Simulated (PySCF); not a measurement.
A structure optimised at PBE-D3(BJ)/def2-SVP, used in a PySCF frequency run:

```xyz
4

Te     0.0000     0.0000     0.5295
Cl    -1.7895     1.0332    -0.5399
Cl     1.7895     1.0332    -0.5399
Cl     0.0000    -2.0663    -0.5399
```
Charge +1, spin multiplicity 1.

Problem. Write its SMILES, formula and point group.

Solution. Cl[Te+](Cl)Cl, Cl3Te, C3v

Problem. What are its rotational constants (standard atomic weights)?

Solution. 1.7226, 1.7226, 1.1130 GHz
